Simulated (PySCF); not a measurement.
GeHF₃, SMILES [GeH]([F])([F])[F].

Geometry optimised at TPSSh-D3(BJ)/def2-SVP.

Computed with HF/def2-TZVPD (PySCF).

Symmetry labels are those of the subgroup Cs that the program uses (full group C3v).

Computed valence orbital energies around the gap with their symmetry:
```json
[
 {"orbital": "HOMO−7", "symmetry": "A\"", "energy (eV)": "-19.30"},
 {"orbital": "HOMO−6", "symmetry": "A'", "energy (eV)": "-19.13"},
 {"orbital": "HOMO−5", "symmetry": "A'", "energy (eV)": "-18.17"},
 {"orbital": "HOMO−4", "symmetry": "A\"", "energy (eV)": "-18.17"},
 {"orbital": "HOMO−3", "symmetry": "A'", "energy (eV)": "-17.68"},
 {"orbital": "HOMO−2", "symmetry": "A\"", "energy (eV)": "-17.68"},
 {"orbital": "HOMO−1", "symmetry": "A\"", "energy (eV)": "-17.59"},
 {"orbital": "HOMO", "symmetry": "A'", "energy (eV)": "-15.60"},
 {"orbital": "LUMO", "symmetry": "A'", "energy (eV)": "1.80"},
 {"orbital": "LUMO+1", "symmetry": "A'", "energy (eV)": "2.28"},
 {"orbital": "LUMO+2", "symmetry": "A\"", "energy (eV)": "2.28"},
 {"orbital": "LUMO+3", "symmetry": "A'", "energy (eV)": "2.45"}
]
```
